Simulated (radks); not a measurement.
Task: These are the eigenvalues of the occupied orbitals of an atom or ion with whole-number occupations (hartree). Calculated with a radial shooting solver on a logarithmic mesh with Libxc functionals: scalar-relativistic Kohn-Sham, PBEsol, spin-unpolarised, spherical densities, finite nucleus; Fermi nuclear charge, rms radius of each element as measured or else 0.836 A^(1/3) + 0.57 fm.

| orbital | eigenvalue |
|---|---|
| 1s | -1594.611 |
| 2s | -258.3321 |
| 2p | -231.0352 |
| 3s | -56.40444 |
| 3p | -47.79407 |
| 3d | -35.83599 |
| 4s | -11.58507 |
| 4p | -8.76462 |
| 4d | -4.75498 |
| 5s | -1.96452 |
| 5p | -1.28611 |
| 4f | -0.53658 |

Which element is it, and in what charge state? The configuration may be excited.

Result: Z = 60, neodymium, charge +2: Nd2+ in [Xe] 4f4. The list shows which subshells hold electrons but not how many an open one holds; the 1s level, -1594.6 hartree, gives Z - s = 56.5 by -(Z - s)^2/2, which with screening and relativity narrows Z to a few neighbours, and the depths of the outer levels then fix element, charge and occupations together.
